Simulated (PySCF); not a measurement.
## Finite-field polarisability of P (phosphorus, neutral)

[Ne] 3s2 3p3, high-spin 4S determinant. All numbers are calculated (PySCF 2.14, scalar relativity by spin-free X2C-1e, in ANO-RCC-VTZP). Frozen: [Ne]. Energy changes in a uniform field (μhartree):

| axis | F (au) | HF | MP2 | CCSD | CCSD(T) |
| --- | --- | --- | --- | --- | --- |
| x | 0.003 | -102.432 | -99.968 | -99.654 | -99.591 |
| x | 0.006 | -409.807 | -399.949 | -398.688 | -398.436 |

Problem. Derive α along x at CCSD(T) from the two fields.

Solution. With ΔE = −αF²/2 − γF⁴/24, α = −(16 ΔE(F) − ΔE(2F))/(6F²) = 22.13 bohr³.

Problem. And the mean polarisability at each level?

Solution. HF 22.76, MP2 22.21, CCSD 22.14, CCSD(T) 22.13 bohr³. Reference: 25 ± 1 bohr³ (recommended; Schwerdtfeger and Nagle, table of static dipole polarizabilities (2023 update)).

CCSD(T) lies more than 5 % below the reference, which points to too few diffuse and polarisation functions.

The basis has no added diffuse functions, which lowers α.
